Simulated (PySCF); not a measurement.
# F (fluorine, neutral) across methods

[He] 2s2 2p5, 2P determinant. Computed with PySCF 2.14 in def2-TZVPPD (6s4p3d1f, 40 functions), with the non-relativistic Hamiltonian (point nucleus).

| method | E (hartree) | mean ε 2s β (eV) | mean ε 2p α (eV) | mean ε 2p β (eV) | Σ⟨r²⟩ (bohr²) | ⟨S²⟩ |
| --- | --- | --- | --- | --- | --- | --- |
| PBE0 | -99.6770 | -31.757 | -14.296 | -12.558 | 10.55 | 0.752 |
| wB97M-V | -99.7465 | -34.628 | -16.829 | -15.152 | 10.66 | 0.752 |
| LDA | -99.1085 | -28.546 | -12.058 | -10.357 | 10.78 | 0.751 |
| BHandHLYP | -99.7453 | -34.885 | -16.732 | -14.875 | 10.46 | 0.752 |
| PBE | -99.6705 | -28.587 | -11.862 | -10.294 | 10.74 | 0.751 |
| r2SCANh | -99.7256 | -30.683 | -13.419 | -11.633 | 10.49 | 0.753 |
| r2SCAN | -99.7284 | -29.552 | -12.513 | -10.779 | 10.53 | 0.752 |
| B3LYP | -99.7711 | -31.211 | -13.932 | -12.282 | 10.63 | 0.752 |
| UHF | -99.41212 | -40.193 | -20.941 | -18.496 | 10.26 | 0.754 |
